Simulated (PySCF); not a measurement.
## Peak assignment

Geometry:
```
atom   x (Å)   y (Å)   z (Å)
  C1   2.164   0.534   1.248
  C2   1.532   0.963  -0.077
  C3   2.630   1.161  -1.124
  B4   0.421  -0.087  -0.645
  N5  -1.137   0.315  -0.221
  C6  -1.528   1.574  -0.874
  C7  -1.268   0.448   1.237
  C8  -2.016  -0.766  -0.693
  H9   2.923   1.254   1.603
 H10   2.665  -0.442   1.134
 H11   1.427   0.413   2.058
 H12   1.074   1.962   0.085
 H13   3.440   1.818  -0.762
 H14   3.090   0.195  -1.394
 H15   2.230   1.594  -2.054
 H16   0.563  -1.222  -0.189
 H17   0.358  -0.105  -1.875
 H18  -1.431   1.454  -1.959
 H19  -0.855   2.376  -0.550
 H20  -2.567   1.838  -0.615
 H21  -2.317   0.642   1.516
 H22  -0.639   1.276   1.585
 H23  -0.923  -0.480   1.711
 H24  -1.874  -0.889  -1.773
 H25  -3.071  -0.530  -0.474
 H26  -1.729  -1.700  -0.196
```

- PBE0-D3(BJ)/def2-SVP geometry
- HF/pcSseg-1 with gauge-including orbitals
- code: PySCF 2.14.0 with density-fitted response routines
- gas phase, rapidly exchanging positions averaged, a single conformation, no relativistic terms

Referencing at the same level of theory: 13C, 1H vs TMS.

(1) Assign these signals to the numbered atoms. 13C{1H} NMR (computed): δ 47.1 (CH3), 25.2 (CH3), 13.4 (CH).

(2) Assign these signals to the numbered atoms. 1H NMR (400 MHz, computed): δ 2.23 (s, 9H), 1.60 (br, 2H), 0.87 (d, 6H), -0.31 (m, 1H).

Answers

(1) 
47.1 → C6/C7/C8, methyl carbon bonded to N: the inductive effect lowers its shielding
25.2 → C1/C3, methyl carbon: saturated and bonded to C and H only
13.4 → C2, sp3 CH bonded to B

(2) 
2.23 → H18/H19/H20/H21/H22/H23/H24/H25/H26, hydrogen on a methyl carbon bonded to N: its carbon carries N, hence the downfield position
1.60 → H16/H17, hydrogen on a boron bonded to C, N
0.87 → H9/H10/H11/H13/H14/H15, hydrogen on a methyl carbon
-0.31 → H12, hydrogen on an sp3 CH bonded to B

Hydrogens on boron are broadened and split by 11B (spin 3/2, 80 %) and 10B (spin 3). A carbon bonded to boron is broadened by the quadrupolar boron nucleus and is often missing from a measured spectrum. Shifts are as computed. Against solution values, carbons near 30 ppm lie about -0 ppm off and those near 130 ppm about +7 ppm. Of 1313 compounds with measured shifts, 239 miss one by over three times the rms of a fit or turn the order of signals round; such compounds aren't used in these exercises. No couplings were computed; multiplicities are counted from neighbouring protons, with m where these are inequivalent, close in shift, in a saturated or five-membered ring or joined by F or P, and br s for small geminal =CH2 splittings.
